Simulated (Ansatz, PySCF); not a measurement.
System: C4H7O, net charge 0, doublet state. It need not be the lowest isomer of its formula. 
Structure (B3LYP-D3(BJ)/def2-TZVP (Ansatz, a program for electronic structure) minimum search):
```xyz
12

C     -2.3364    -0.1494     0.0236
C     -0.9442     0.3247    -0.1708
C      0.1041    -0.6966     0.2571
C      1.5272    -0.2326     0.1176
O      1.8642     0.8525    -0.2800
H     -3.1554     0.3091    -0.5124
H     -2.5796    -0.8600     0.8027
H     -0.7690     1.2547     0.3914
H     -0.7762     0.6051    -1.2147
H     -0.0356    -0.9936     1.3048
H      0.0076    -1.6291    -0.3130
H      2.2908    -0.9828     0.4164
```
Charge 0, spin multiplicity 2.

Total electronic energies in hartree. Valence correlation only, unless marked. Open shells are spin-unrestricted. Spin-orbit coupling is left out. No relativistic terms. CBS marks a two-point X^-3 extrapolation of the correlation energy; Hartree-Fock from the larger set. [CCSD(T)-MP2]/basis is that difference in the basis named.

```tsv
level	program	energy (Eh)
HF/def2-TZVPD	PySCF	-230.44535
RI-HF/cc-pVTZ	Ansatz	-230.43885
PBE/def2-TZVPD	Ansatz	-231.58071
BLYP-D4/def2-TZVPD	Ansatz + dftd4	-231.80134
revPBE-D3(BJ)/def2-TZVPD	Ansatz + dftd3	-231.82981
PBE0-D4/def2-TZVPD	Ansatz + dftd4	-231.60888
TPSSh/def2-TZVPD	PySCF	-231.89099
r2SCAN0-D4/def2-TZVPD	Ansatz + dftd4	-231.72029
MP2/6-31G*	Ansatz	-231.01876
MP2/cc-pVDZ	Ansatz	-231.08200
MP2/cc-pVTZ	Ansatz	-231.31466
CCSD/6-31G	Ansatz	-230.75768
CCSD(T)/6-31G*	Ansatz	-231.08890
CCSD(T)/cc-pVDZ	Ansatz	-231.15913
RI-MP2/CBS(cc-pVTZ,cc-pVQZ)+[CCSD(T)-MP2]/cc-pVTZ	Ansatz	-231.5114
```

Totals of different functionals don't rank their quality; only differences between species are comparable.
